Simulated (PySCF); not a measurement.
Species: C₇H₈NPSe.
Numbering: `[CH2:1]=[CH:2][C:3]1=[C:4]([CH3:5])[P@@:6]1(=[Se:7])[CH2:8][C:9]#[N:10]` (hydrogens: H11, H12 on C1; H13 on C2; H14, H15, H16 on C5; H17, H18 on C8)

The calculation used PBE0-D3(BJ)/def2-SVP geometry optimisation, gas phase (PySCF 2.14.0).

**Question.** What internal coordinates does the optimisation give?

**Answer.** 
```json
{"bond": "C1=C2", "length (Å)": "1.340", "order": "double"}
{"bond": "C2–C3", "length (Å)": "1.441", "order": "single"}
{"bond": "C3=C4", "length (Å)": "1.343", "order": "double"}
{"bond": "C4–C5", "length (Å)": "1.473", "order": "single"}
{"bond": "C4–P6", "length (Å)": "1.771", "order": "single"}
{"bond": "P6=Se7", "length (Å)": "2.085", "order": "double"}
{"bond": "P6–C8", "length (Å)": "1.863", "order": "single"}
{"bond": "C8–C9", "length (Å)": "1.447", "order": "single"}
{"bond": "C9≡N10", "length (Å)": "1.158", "order": "triple"}
{"bond": "C3–P6", "length (Å)": "1.768", "order": "single"}
{"bond": "C1–H11", "length (Å)": "1.092", "order": "single"}
{"bond": "C1–H12", "length (Å)": "1.094", "order": "single"}
{"bond": "C2–H13", "length (Å)": "1.096", "order": "single"}
{"bond": "C5–H14, C5–H15, C5–H16", "length (Å)": "1.101", "order": "single"}
{"bond": "C8–H17", "length (Å)": "1.101", "order": "single"}
{"bond": "C8–H18", "length (Å)": "1.101", "order": "single"}
```

Bonds in one row agree within 0.01 Å and their mean is given. Orders are formal, as drawn. A selection of angles:
```json
{"angle": "C2–C1–H11", "degrees": "121.3"}
{"angle": "C2–C1–H12", "degrees": "121.0"}
{"angle": "H11–C1–H12", "degrees": "117.7"}
{"angle": "C1–C2–C3", "degrees": "122.4"}
{"angle": "C1–C2–H13", "degrees": "120.6"}
{"angle": "C3–C2–H13", "degrees": "117.0"}
{"angle": "C2–C3–C4", "degrees": "143.7"}
{"angle": "C2–C3–P6", "degrees": "148.4"}
{"angle": "C4–C3–P6", "degrees": "67.8"}
{"angle": "C3–C4–C5", "degrees": "143.7"}
{"angle": "C3–C4–P6", "degrees": "67.6"}
{"angle": "C5–C4–P6", "degrees": "148.6"}
{"angle": "C4–C5–H14", "degrees": "110.3"}
{"angle": "C4–C5–H16", "degrees": "111.6"}
{"angle": "H14–C5–H15", "degrees": "107.4"}
{"angle": "H14–C5–H16", "degrees": "109.1"}
{"angle": "C4–P6–Se7", "degrees": "131.2"}
{"angle": "C4–P6–C8", "degrees": "111.2"}
{"angle": "Se7–P6–C8", "degrees": "112.0"}
{"angle": "C3–P6–C4", "degrees": "44.6"}
{"angle": "C3–P6–Se7", "degrees": "130.6"}
{"angle": "C3–P6–C8", "degrees": "111.2"}
{"angle": "P6–C8–C9", "degrees": "112.8"}
{"angle": "P6–C8–H17", "degrees": "106.4"}
{"angle": "P6–C8–H18", "degrees": "107.4"}
{"angle": "C9–C8–H17", "degrees": "111.1"}
{"angle": "C9–C8–H18", "degrees": "111.4"}
{"angle": "H17–C8–H18", "degrees": "107.4"}
{"angle": "C8–C9–N10", "degrees": "176.8"}
```

Torsions: C1–C2–C3–C4 175° (antiperiplanar); C2–C3–C4–C5 1° (synperiplanar); C3–C4–P6–Se7 110° (anticlinal); C4–P6–C8–C9 13° (synperiplanar); C2–C3–P6–C4 175° (antiperiplanar).

The 3-membered ring C3–C4–P6 has internal angles of 44.6° to 67.8°. P6 (phosphorus bonded to 3 C and Se) has angles from 44.6° to 131.2°. The C–C distances run from 1.340 Å (C1=C2, drawn double) to 1.473 Å (C4–C5, drawn single), a spread of 0.133 Å. The C–P distances run from 1.768 Å (C3–P6, drawn single) to 1.863 Å (P6–C8, drawn single), a spread of 0.095 Å.

Point group: C1 (no symmetry element, even within 0.4 Å). No PBE0-D3(BJ)/def2-SVP frequencies stand behind this structure, so it isn't proved a minimum. One conformer, not necessarily the lowest.

On an Arm Neoverse V1 with one thread, shared host with 32 logical CPUs at a one-minute load of 18, this took 4.3 min of wall time and 0.90 GiB of memory at its peak. These figures are those of the optimisation.
